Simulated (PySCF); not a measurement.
**Xenon: a sound run and one with changed settings**

Sound run: Xe⁺ [Kr] 4d10 5s2 5p5, Xe²⁺ [Kr] 4d10 5s2 5p4. All numbers are calculated (PySCF 2.14, a scalar-relativistic core potential, in def2-TZVP with the def2 core potential (28 electrons) (6s5p3d2f, 50 functions)). The sound run starts from symmetry-adapted Hartree-Fock orbitals and uses a fine grid where one is needed.

Changed run: initial guess atom, at most 50 SCF cycles, level shift 10.0 hartree.

```csv
species,method,sound run (hartree),changed run (hartree),converged
Xe⁺,UHF,-327.87704,-327.87704,no
Xe⁺,TPSS,-328.78719,-328.78712,no
Xe⁺,BP86,-329.04180,-329.04173,no
Xe²⁺,UHF,-327.13922,-327.13921,no
Xe²⁺,TPSS,-328.01214,-328.01206,no
Xe²⁺,BP86,-328.26235,-328.26227,no
```

A level shift slows the SCF but leaves a converged energy unchanged.
